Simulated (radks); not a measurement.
Problem. Valence configurations of Hg I. Calculated with a radial shooting solver on a logarithmic mesh with Libxc functionals: scalar-relativistic Kohn-Sham, PBE, spin-unpolarised, spherical densities, finite nucleus; Fermi nuclear charge, rms radius 5.4648 fm. Order these by energy: [Xe] 4f14 5d10 6s1 6p1; [Xe] 4f12 5d10 6s2 6p2; [Xe] 4f13.5 5d10 6s2 6p0.5; [Xe] 4f14 5d10 6p2; [Xe] 4f13.5 5d9 6s2 6p1.5; [Xe] 4f14 5d9.5 6s2 6p0.5; [Xe] 4f12.5 5d9 6s2 6p2.5; [Hg]; [Xe] 4f13 5d10 6s2 6p1; [Xe] 4f13 5d10 6s1 6p2.

Solution. From the lowest, in eV above it: [Hg] 0.000; [Xe] 4f14 5d9.5 6s2 6p0.5 4.796; [Xe] 4f14 5d10 6s1 6p1 6.031; [Xe] 4f14 5d10 6p2 12.558; [Xe] 4f13.5 5d10 6s2 6p0.5 49.470; [Xe] 4f13.5 5d9 6s2 6p1.5 62.054; [Xe] 4f13 5d10 6s2 6p1 103.07; [Xe] 4f13 5d10 6s1 6p2 110.26; [Xe] 4f12.5 5d9 6s2 6p2.5 178.06; [Xe] 4f12 5d10 6s2 6p2 223.02. NIST lists [Hg] as the ground configuration; this level of theory agrees among the configurations tried. The energies are those of spherical spin-averaged densities, not of single terms.
